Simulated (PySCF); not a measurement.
Fractional electron number in Nb²⁺ (niobium, charge +2)

The 4d alpha orbital of [Kr] 4d3 is emptied in steps (occupation f), with all orbitals relaxed, ending at [Kr] 4d2. Calculation: PySCF 2.14, in def2-SVP with the def2 core potential (28 electrons); scalar relativity through the core potential. The exact energy is a straight line in f; departures are measured from the line between the end points of the same method.

Problem. Among PBE0, r2SCAN, LC-wPBE, which shows the largest delocalisation error (convex curve), and which is closest to linear?

Solution. Most convex: r2SCAN (-1.272 eV at f = 0.4); closest to linear: LC-wPBE (-0.298 eV).

```csv
f,PBE0 (eV),r2SCAN (eV),LC-wPBE (eV)
1,0.000,0.000,0.000
0.8,-0.657,-0.847,-0.197
0.6,-0.990,-1.272,-0.297
0.4,-0.993,-1.272,-0.298
0.2,-0.664,-0.846,-0.199
0,0.000,0.000,0.000
```

| method | E(f=0) − E(f=1) (eV) | −ε at f=1 (eV) | −ε at f=0.4 (eV) |
| --- | --- | --- | --- |
| PBE0 | 25.668 | 21.578 | 26.481 |
| r2SCAN | 25.663 | 20.383 | 26.726 |
| LC-wPBE | 25.584 | 24.361 | 25.828 |

Reference removal energy between the ground levels: 25.04 eV (semi-empirical (NIST evaluation); NIST Atomic Spectra Database, ionization energies). The calculation has no spin-orbit coupling. The determinant left behind need not be the lowest term of the ion.
